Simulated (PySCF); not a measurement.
Si(Cl)(OH) (ClHOSi), SMILES O[Si]Cl (connectivity only; charge and spin as stated), neutral, multiplicity 1. Atoms are numbered in the order given.

```xyz
4

Si     0.6763     0.5844     0.0000
Cl    -0.1909    -1.3274     0.0000
O     -0.7053     1.4920     0.0000
H     -0.5806     2.4482     0.0000
```

Geometry: B3LYP-D3(BJ)/def2-TZVP. The values are those of a single conformer.

Computed with TDDFT-M06-2X/def2-SVPD in PySCF.

Vertical excitations. Isolated molecule, no solvent. State labels are in the subgroup Cs.

```
state  symmetry  energy (eV)  λ (nm)      f                                                                  main pairs
-----  --------  -----------  ------  -----  --------------------------------------------------------------------------
S1           A"         4.31     288  0.054                                                             HOMO→LUMO 100 %
S2           A"         6.11     203  0.001                                                            HOMO−1→LUMO 98 %
S3           A'         6.23     199  0.097                                          HOMO→LUMO+1 76 %, HOMO−2→LUMO 19 %
S4           A'         6.66     186  0.093                                          HOMO−2→LUMO 66 %, HOMO→LUMO+1 20 %
S5           A'         7.20     172  0.402                                          HOMO→LUMO+2 57 %, HOMO→LUMO+3 24 %
S6           A'         7.62     163  0.055                                          HOMO→LUMO+3 65 %, HOMO→LUMO+2 25 %
S7           A'         8.14     152  0.029                                                            HOMO−3→LUMO 71 %
S8           A"         8.18     152  0.001                                                            HOMO−4→LUMO 87 %
S9           A'         8.21     151  0.032  HOMO→LUMO+5 41 %, HOMO→LUMO+4 20 %, HOMO−1→LUMO+1 15 %, HOMO−1→LUMO+2 12 %
S10          A"         8.29     150  0.016                                      HOMO−2→LUMO+1 68 %, HOMO−2→LUMO+2 19 %
T1           A"         2.83     438      0                                                              HOMO→LUMO 97 %
T2           A'         5.27     235      0                                          HOMO→LUMO+1 70 %, HOMO→LUMO+2 19 %
T3           A'         5.85     212      0                                                            HOMO−2→LUMO 96 %
T4           A"         5.99     207      0                                                            HOMO−1→LUMO 98 %
```
Triplets are in the Tamm–Dancoff approximation, which puts them higher than full response would, so one can lie above its singlet here.
